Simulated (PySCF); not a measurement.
**Frontier levels across methods**

C3H4BFO2.
SMILES with atom numbers: `[F:1][C:2]1=[CH:3][O:4][BH2-:5][O+:6]=[CH:7]1` (hydrogens: H8 on C3; H9, H10 on B5; H11 on C7)

Cartesian coordinates in Å at the PBE0-D3(BJ)/def2-SVP level; atoms count from 1:
```
atom  x, y, z in Å
F1     2.190    0.703   -1.118
C2     1.054    0.336   -0.523
C3     0.868   -0.982   -0.109
O4    -0.201   -1.367    0.453
B5    -1.424   -0.441    0.364
O6    -0.888    0.981    0.590
C7     0.201    1.295    0.021
H8     1.692   -1.706   -0.194
H9    -2.194   -0.719    1.251
H10   -1.834   -0.495   -0.787
H11    0.501    2.354    0.039
```

Basis pcSseg-1 throughout (PySCF), one geometry. Isolated species at its PBE0-D3(BJ)/def2-SVP geometry (one conformer only).

Q: How do the orbital energies, the gap and the dipole change with the method?

A: 
| method | kind | HOMO (eV) | LUMO (eV) | gap (eV) | μ (D) | SCF cycles |
| --- | --- | --- | --- | --- | --- | --- |
| KT2 | GGA | -6.22 | -3.63 | 2.59 | 3.03 | 17 |
| KT3 | GGA | -6.23 | -3.61 | 2.62 | 3.03 | 16 |
| LDA | LDA | -6.31 | -3.95 | 2.36 | 3.08 | 16 |
| B3LYP | global hybrid | -7.20 | -3.02 | 4.18 | 3.14 | 14 |
| mPW1PW91 | global hybrid | -7.43 | -2.84 | 4.59 | 3.13 | 14 |
| BHandHLYP | global hybrid | -8.52 | -1.78 | 6.75 | 3.24 | 13 |
| wB97X-D | range-separated hybrid | -9.24 | -1.03 | 8.21 | 3.15 | 14 |
| LC-wPBE | range-separated hybrid | -9.94 | -0.58 | 9.36 | 3.16 | 14 |

The HOMO spans 3.72 eV, from KT2 down to LC-wPBE, and the gap runs from 2.36 eV (LDA) to 9.36 eV (LC-wPBE). Over the methods KT2 (0 %), KT3 (0 %), LDA (0 %), B3LYP (20 %), mPW1PW91 (25 %), BHandHLYP (50 %), a straight line through the gap against the share of exact exchange rises by 0.84 eV for each 10 % (correlation coefficient 0.999). The dipole ranges from 3.03 D (KT2) to 3.24 D (BHandHLYP). This basis has no diffuse functions.
